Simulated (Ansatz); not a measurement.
`CBN(C)[SiH3]` + `[CH2]1[NH][AlH]1` → `[SiH3][N]1[CH2][AlH]1` + `CBNC`  (ligand exchange at the Si–N bond)

Calculated with Ansatz (gas phase, PBE0-D4/def2-TZVP geometries, no zero-point term in ΔE). CCSD(T)/CBS adds triple-zeta CCSD(T) − MP2 to the extrapolated MP2 energy (def2 sets, frozen cores). DFT in def2-TZVPP. One conformer a species, not always the lowest.

(1) Is it downhill or uphill in electronic energy at CCSD(T)/CBS, and by how much? (Estimate.)

(2) What do these levels give: revPBE-D4, BLYP-D4, B97M-V, r2SCAN, r2SCANh, r2SCAN0, BHLYP, LC-ωPBE, MP2/def2-TZVPP, CCSD/def2-TZVPP, SCS-MP2/def2-QZVPP, MP2/CBS(def2)? (Estimate.)

(3) What do rigid-rotor, harmonic-oscillator terms from PBE0-D4/def2-TZVP frequencies (298.15 K, 1 bar) make of the CCSD(T)/CBS value? (Estimate.)

Largest T1 diagnostic among the species: 0.015.

## Answers

(1) Ansatz gave: Downhill: ΔE = -37.8 kJ/mol.

(2) Ansatz gave: revPBE-D4 -37.3, BLYP-D4 -40.1, B97M-V -43.3, r2SCAN -42.1, r2SCANh -42.2, r2SCAN0 -42.4, BHLYP -45.8, LC-ωPBE -40.7, MP2/def2-TZVPP -39.2, CCSD/def2-TZVPP -40.2, SCS-MP2/def2-QZVPP -40.5, MP2/CBS(def2) -38.4 kJ/mol.

(3) The calculation gave: ΔZPE = +2.4 kJ/mol, ΔH = -35.9 kJ/mol, ΔS = -6 J/(mol·K), ΔG = -34.1 kJ/mol.

Leaving LDA and LC-ωPBE aside and taking each functional with its dispersion term where it has one, the values, not all of them listed here, spread over 6.1 kJ/mol, from BHLYP-D4 to revPBE-D4. LDA lies +7.0 kJ/mol from PBE without D4. In def2-TZVPP, CCSD(T) changes the Hartree–Fock value by +12.5 kJ/mol (the triples alone add +1.5 kJ/mol) and MP2 by +11.9 kJ/mol. The D4 term adds +4.0 kJ/mol with B3LYP and +2.2 kJ/mol with PBE0; it sums over pairs of atoms, weighted by their polarisabilities, and B3LYP, whose exchange is more repulsive, gets the larger term.

B3LYP here is the variant with VWN-RPA as its local correlation; programs differ in this.
